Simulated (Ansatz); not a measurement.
The cluster Si4Ni⁺. Total charge 1; doublet. Geometry PBE-D4/def2-SVP; atoms count from 1.

```xyz
5

Ni    0.6470   -0.1317   -0.9575
Si    0.9854    1.5802    0.3614
Si   -1.1734   -0.8108    0.7389
Si   -1.4964   -0.0155   -1.3677
Si    1.0373   -0.6222    1.2249
```

No other spin state of charge 1 was run. Another isomer (doublet) lies 1.03 eV lower at PBE0-D4/def2-TZVP; other spin states weren't run for this one.

(1) Estimate the Mulliken populations from the PBE0/def2-TZVP orbitals of Ansatz.

(2) Where does the spin sit?

(3) And the Mayer bond orders between bonded heavy atoms (over 0.3)?

## Answers

(1) 
| atom | charge (e) | spin (α − β) | d electrons |
| --- | --- | --- | --- |
| Ni1 | 0.13 | 0.21 | 8.98 |
| Si2 | 0.29 | 0.29 | – |
| Si3 | 0.23 | 0.09 | – |
| Si4 | 0.21 | 0.38 | – |
| Si5 | 0.14 | 0.03 | – |
Mulliken values and Mayer orders depend strongly on the basis.

(2) Summed by element: Ni 0.21, Si 0.79, of 1 unpaired in all. Largest on single atoms: Si4 0.38, Si2 0.29, Ni1 0.21.

(3) Ni1–Si2 0.92 (2.19 Å); Ni1–Si3 0.52 (2.58 Å); Ni1–Si4 0.97 (2.19 Å); Ni1–Si5 0.82 (2.27 Å); Si2–Si5 0.96 (2.37 Å); Si3–Si4 1.19 (2.27 Å); Si3–Si5 1.13 (2.27 Å). Values over 0.3 also appear between atoms too far apart for a bond (Si2–Si3 0.41 at 3.24 Å; Si4–Si5 0.34 at 3.68 Å); they arise where an orbital or an unpaired electron spreads over both atoms.
